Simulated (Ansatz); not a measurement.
A made-up structure of CHFI (charge -1), singlet:

```tsv
atom	x (Å)	y (Å)	z (Å)
F1	-0.3749	-0.9490	0.6838
C2	0.4198	-0.3403	-0.3046
I3	-0.9707	0.7077	-0.6634
H4	0.9257	0.5816	0.2842
```

It is relaxed with PBE-D4/def2-SVPD and then PBE0-D4/def2-TZVPD (Ansatz 0.2.0). Atoms count as bonded within 1.22 times the sum of their covalent radii (H–H: 0.88 Å). The end point is not checked to be a true minimum.

(1) Does its bonding change? (A judgement: the text doesn't fix the answer.)

Answers

(1) By the calculation: Yes. Formed: none; broken: F1–I3.

Where it ends: The first stage lowers the energy by 3.87 eV in 7 steps. It ends as CHFI ([F][CH][I]), total charge -1:
F1  (-0.140, -1.108, 0.842)
C2  (0.467, -0.400, -0.203)
I3  (-1.273, 1.066, -0.993)
H4  (0.945, 0.442, 0.354)
(Å)

Labels in which every atom is bracketed show which atoms are joined, not bond orders.

For scale, one of the runs: PBE0-D4/def2-TZVPD relaxation, 145 basis functions, launched by `ansatz run in.yaml --threads 2 --pin off --events-out ev --progress --plain --max-ram 4352MiB`. The run took about 24 s on 2 CPU threads of an Arm Neoverse V1 (shared host).
